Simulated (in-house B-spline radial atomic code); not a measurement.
Values are calculated unless marked as measured or tabulated.
## He ion on Al atom: potential, deflection and energy transfer

The pair potential comes from two frozen, spherical free-atom densities (PBE, B-spline radial code, scalar-relativistic past argon): electrostatics plus the change in Thomas-Fermi kinetic and Dirac exchange energy where they overlap, the recipe behind the universal ZBL potential, which averages such potentials (from solid-state densities) over many pairs. It is written V = (Z1 Z2 e²/r) φ(r/a), with e² = 14.3996 eV·Å and a = 0.46850 Å/(Z1^0.23 + Z2^0.23); ZBL's fit is φ = 0.18175 e^(−3.1998x) + 0.50986 e^(−0.94229x) + 0.28022 e^(−0.4029x) + 0.02817 e^(−0.20162x). Where φ falls below 4e-4 it is continued as an exponential.

Masses 4.0 and 26.98 u.

| x = r/a | φ, this pair | φ, ZBL |
| --- | --- | --- |
| 0.1 | 0.9016 | 0.8928 |
| 0.25 | 0.7827 | 0.7647 |
| 0.5 | 0.644 | 0.6096 |
| 1 | 0.4527 | 0.4164 |
| 1.5 | 0.3225 | 0.2995 |
| 2 | 0.2374 | 0.2218 |
| 3 | 0.1396 | 0.1292 |
| 4 | 0.08442 | 0.08026 |
| 5 | 0.05094 | 0.05224 |
| 6.5 | 0.02493 | 0.02914 |
| 8 | 0.01371 | 0.01705 |
| 10 | 0.007204 | 0.008778 |
| 12 | 0.003951 | 0.00474 |
| 14.5 | 0.001741 | 0.002328 |
| 17 | 0.0006735 | 0.001212 |

At x = 1 the electrostatic, kinetic and exchange parts are 769.34, 339.36 and -31.76 eV. Find r, V and φ.

a = 0.46850/(1.1728 + 1.8039) = 0.15739 Å, so r = 0.15739 Å. V = 769.34 + 339.36 + (-31.76) = 1076.94 eV. The bare repulsion is 2 × 13 × 14.3996/0.15739 = 2378.8 eV, so φ = 0.4527, +8.7 % against ZBL's 0.4164. The kinetic (Pauli) term is 32 % of V here.

The ion comes in at 0.2731 keV with impact parameter 0.3148 Å. The scattering integral gives a centre-of-mass angle of 60.03° and a closest approach of 2.877 a. What are the reduced energy, the energy passed on and the laboratory angles?

ε = E a M2/(Z1 Z2 e² (M1 + M2)) = 273.1 × 3.6611e-04 = 0.1. The most that one collision can pass on is γE with γ = 4 M1 M2/(M1 + M2)² = 0.4498. Here T = γE sin²(θ/2) = 0.4498 × 273.1 × 0.2503 = 30.75 eV. The ion turns by arctan(sin θ/(cos θ + M1/M2)) = 53.2°, and the struck atom leaves at (180° − θ)/2 = 60.0°. The closest approach is 0.453 Å. With ZBL the angle would be 57.39° and T = 28.33 eV.
